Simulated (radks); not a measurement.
Q: Species: Rh33+. Configuration: [Ne] 3s2. Method: Dirac Kohn-Sham, relativistic LDA (MacDonald-Vosko exchange, VWN5 correlation), spin-unpolarised, spherical densities, finite nucleus; Fermi nuclear charge, rms radius 4.4945 fm; computed with a radial shooting solver on a logarithmic mesh with Libxc functionals. Some entries of the table are withheld. Estimate them.

orbital,occ.,eigenvalue (eV),r(max) (bohr)
1s1/2,2,(1),(2)
2s1/2,2,(3),0.1193
2p1/2,2,-4881.138,(4)
2p3/2,4,-4732.346,(5)
3s1/2,2,(6),0.3217

A: 
(1) 1s1/2 eigenvalue (eV): -24776.61
(2) 1s1/2 r(max) (bohr): 0.02125
(3) 2s1/2 eigenvalue (eV): -5097.396
(4) 2p1/2 r(max) (bohr): 0.09215
(5) 2p3/2 r(max) (bohr): 0.09612
(6) 3s1/2 eigenvalue (eV): -2030.509
